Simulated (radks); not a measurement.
The numbers below are computed, except where a source is named.
How relativity changes the ionisation of neutral boron ([He] 2s2 2p1) to B+ ([He] 2s2). Spin-unpolarised spherical Kohn-Sham, PBE, point nucleus unless stated (finite: rms radius 2.406 fm), a radial shooting solver on a logarithmic mesh with Libxc functionals. A level marked "c x" has the speed of light scaled by that factor and shares open shells by 2j + 1; other Dirac levels either fill j = l - 1/2 first or share by 2j + 1.

| level | E(B) (hartree) | E(B+) (hartree) | IE (eV) | HOMO | <r> HOMO (bohr) |
|---|---|---|---|---|---|
| non-rel. | -24.59558 | -24.29343 | 8.222 | 2p | 2.301 |
| scalar-rel. | -24.60320 | -24.30114 | 8.219 | 2p | 2.301 |
| scalar-rel., finite nucleus | -24.60320 | -24.30114 | 8.219 | 2p | 2.301 |
| Dirac, 2j+1 shares | -24.60320 | -24.30114 | 8.219 | 2p3/2 | 2.302 |
| Dirac, low j first | -24.60328 | -24.30114 | 8.222 | 2p1/2 | 2.301 |
| Dirac, 2j+1 shares, finite nucleus | -24.60320 | -24.30114 | 8.219 | 2p3/2 | 2.302 |
| Dirac, c x 0.75 | -24.60913 | -24.30714 | 8.218 | 2p3/2 | 2.302 |
| Dirac, c x 2 | -24.59748 | -24.29536 | 8.221 | 2p3/2 | 2.301 |
| Dirac, c x 5 | -24.59588 | -24.29374 | 8.222 | 2p3/2 | 2.301 |

NIST Atomic Spectra Database: 8.298 eV (measured). The relativistic part of the total energy of B is -0.007619 hartree (Dirac, 2j+1 shares, finite nucleus), 0.031 % of the non-relativistic value. Spin polarisation and multiplet splitting of open shells are left out at every level.

Beside tabulated values, note that spin-unpolarised runs miss the spin-polarisation part of the exchange energy of open shells.
